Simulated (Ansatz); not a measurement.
Gas-phase electronic energies from Ansatz, PBE0-D4/def2-TZVP geometries. CCSD(T)/CBS adds triple-zeta CCSD(T) − MP2 to the extrapolated MP2 energy (def2 sets, frozen cores). Functionals use def2-TZVPP. B3LYP here is the variant with VWN-RPA as its local correlation; programs differ in this. For Ga outer-core shells are correlated without core-valence functions, which leaves a few kJ/mol of doubt a bond. Scalar relativity is left out up to krypton. One conformer a species, not always the lowest.

`B[SiH](O)F` + `[OH][GaH2]` → `B[O][GaH2]` + `O[SiH2]F`  (cleavage of the B–Si bond)

`B[SiH](O)F`:

Cartesian coordinates in Å:
```
B 0.000 0.659 -1.210
Si 0.291 -0.577 0.355
O -0.943 -0.475 1.429
F 1.671 -0.099 1.023
H 0.088 0.314 -2.351
H -0.285 1.805 -1.009
H 0.424 -2.025 0.080
H -1.247 0.398 1.683
```

`[OH][GaH2]`:

```xyz
5

O     0.940   -0.314    0.803
Ga   -0.271    0.336   -0.340
H     0.771   -1.216    1.081
H    -1.449   -0.606   -0.756
H     0.009    1.800   -0.787
```

`B[O][GaH2]`:

Cartesian coordinates in Å:
```
B -1.296 -0.149 0.719
O -0.344 -0.254 -0.206
Ga 1.310 0.131 -0.763
H -1.106 0.477 1.735
H -2.355 -0.691 0.526
H 1.411 1.415 -1.635
H 2.381 -0.928 -0.375
```

`O[SiH2]F`:

Cartesian coordinates in Å:
```
O 0.860 0.054 -0.937
Si -0.098 0.020 0.381
F -0.834 -1.390 0.514
H 0.457 0.094 -1.805
H 0.791 0.187 1.545
H -1.174 1.035 0.302
```

```csv
level,ΔE (kJ/mol),difference from CCSD(T)/CBS
r2SCAN-D4,-168.0,-2.6
PBE0-D4,-162.4,3.0
B3LYP-D4,-172.3,-6.9
BHLYP-D4,-178.0,-12.6
B2PLYP,-174.8,-9.4
r2SCAN,-168.2,-2.8
B3LYP,-173.4,-8.0
r2SCANh,-169.4,-4.0
CAM-B3LYP,-177.0,-11.6
LC-ωPBE,-164.1,1.3
RPA@PBE/def2-TZVPP,-168.5,-3.1
CCSD(T)/def2-SVP,-190.2,-24.8
SCS-MP2/def2-TZVPP,-176.0,-10.6
CCSD/def2-TZVPP,-170.4,-5.0
SCS-MP2/def2-QZVPP,-174.0,-8.6
HF/CBS(def2),-185.0,-19.6
CCSD(T)/CBS,-165.4,0
```

Largest T1 diagnostic among the species: 0.016.

At CCSD(T), def2-SVP lies −24.8 kJ/mol from the extrapolated value and def2-TZVPP −4.4 kJ/mol. From BLYP to BHLYP (50 % exact exchange), in def2-TZVPP and without D4, ΔE moves by −8.7 kJ/mol. In def2-TZVPP, CCSD(T) changes the Hartree–Fock value by +14.1 kJ/mol (the triples alone add +0.6 kJ/mol) and MP2 by +8.4 kJ/mol.
